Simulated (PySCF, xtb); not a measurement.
SiF₃I, SMILES F[Si](F)(F)I.

Harmonic wavenumbers (cm⁻¹) from GFN2-xTB run with xtb 6.7.1 at its own minimum, in rising order: 142, 142, 213, 235, 235, 469, 868, 974, 975.

Q: What does r2SCAN-D4/def2-SVP (PySCF) give at its own minimum? (An estimate is asked for; the answer gives what the named calculation found.)

A: 173, 173, 239, 311, 311, 462, 843, 997, 997. Paired by order, the mean absolute difference is 35 cm⁻¹ and the zero-point energies are 6.1 and 6.4 kcal/mol.
